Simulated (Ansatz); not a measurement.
`[CH3][Ga]([CH3])[BH]Cl` + HCl → `ClBCl` + `[CH3][GaH][CH3]`  (cleavage of the B–Ga bond)

Isolated molecules relaxed with PBE0-D4/def2-TZVP in Ansatz; ΔE leaves out vibrations. CCSD(T)/CBS adds triple-zeta CCSD(T) − MP2 to the extrapolated MP2 energy (def2 sets, frozen cores). This one scheme is used for every species. Functionals use def2-TZVPP. B3LYP here is the variant with VWN-RPA as its local correlation; programs differ in this. HSE06 is defined as in plane-wave codes. For Ga outer-core shells are correlated without core-valence functions, which leaves a few kJ/mol of doubt a bond. Scalar relativity is left out up to krypton. One conformer a species, not always the lowest.

```
             level  ΔE (kcal/mol)
         r2SCAN-D4          -26.3
             B3LYP          -26.1
             HSE06          -25.6
SCS-MP2/def2-TZVPP          -25.9
```

Problem. What does CCSD(T)/CBS give? (An estimate is asked.)

Solution. Computed: -24.1 kcal/mol. The listed levels differ from it by -2.2, -2.0, -1.5, -1.8 kcal/mol.

Largest T1 diagnostic among the species: 0.012.

From BLYP to BHLYP (50 % exact exchange), in def2-TZVPP and without D4, ΔE moves by −1.2 kcal/mol. Leaving LDA and LC-ωPBE aside and taking each functional with its dispersion term where it has one, the values, not all of them listed here, spread over 4.2 kcal/mol, from B97M-V to PBE-D4. LDA lies −1.0 kcal/mol from PBE without D4.
